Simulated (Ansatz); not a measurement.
Isolated molecules relaxed with PBE0-D4/def2-TZVP in Ansatz; ΔE leaves out vibrations. CBS: MP2 limit from def2 TZ/QZ plus the TZ coupled-cluster correction, frozen cores. This one scheme is used for every species. For Br outer-core shells are correlated without core-valence functions, which leaves a few kJ/mol of doubt a bond. Scalar relativity is left out up to krypton. One conformer a species, not always the lowest.

Consider the formal exchange of groups at the Al–Br bond: `[Br][Al]1[CH2][CH2]1` + `[AlH2][SiH3]` → `[SiH3][AlH][Al]1[CH2][CH2]1` + HBr.

| species | CCSD(T)/CBS(def2) energy (Eh) |
| --- | --- |
| `[Br][Al]1[CH2][CH2]1` | -2893.85018 |
| `[AlH2][SiH3]` | -534.06280 |
| `[SiH3][AlH][Al]1[CH2][CH2]1` | -853.94881 |
| HBr | -2573.91920 |

Question: Work out ΔE.

Answer: ΔE = (-853.94881) + (-2573.91920) − (-2893.85018) − (-534.06280) = 0.04497 Eh = +28.2 kcal/mol.

Largest T1 diagnostic among the species: 0.017.

In def2-TZVPP, CCSD(T) changes the Hartree–Fock value by −7.8 kcal/mol (the triples alone add −1.4 kcal/mol) and MP2 by −4.8 kcal/mol. At CCSD(T), def2-SVP lies −1.3 kcal/mol from the extrapolated value and def2-TZVPP −0.8 kcal/mol. From BLYP to BHLYP (50 % exact exchange), in def2-TZVPP and without D4, ΔE moves by +6.1 kcal/mol.
